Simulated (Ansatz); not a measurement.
Energy difference R1 → 2 P1, each structure at its B3LYP-D3(BJ)/def2-TZVP stationary point, reached from a drawn start (curvature not checked).
P1: S atom, charge 0, multiplicity 3.
R1: S2 (SMILES S=S), charge 0, multiplicity 3.

P less R. No zero-point or thermal terms; open shells are unrestricted; no spin–orbit coupling.

Frozen-core correlation throughout.

Programs: Ansatz (Gaussian orbitals). All values are computed, each at the level named.

PBE/def2-TZVPP gives 115.17 kcal/mol for the reaction energy.

Task: Predict the shift from PBE, with its sign, for: r2SCAN/def2-TZVPP, PBE0/def2-TZVPP, wB97M-V/def2-TZVPP, B2PLYP/def2-TZVPP, MP2/cc-pV(Q+d)Z, CCSD(T)/cc-pV(Q+d)Z.

Result: r2SCAN/def2-TZVPP -4.28; PBE0/def2-TZVPP -8.59; wB97M-V/def2-TZVPP -10.12; B2PLYP/def2-TZVPP -13.15; MP2/cc-pV(Q+d)Z -10.06; CCSD(T)/cc-pV(Q+d)Z -15.39 kcal/mol. 0 of 6 lie above PBE; the widest gap is to CCSD(T)/cc-pV(Q+d)Z.

Ansatz is a program for electronic structure.
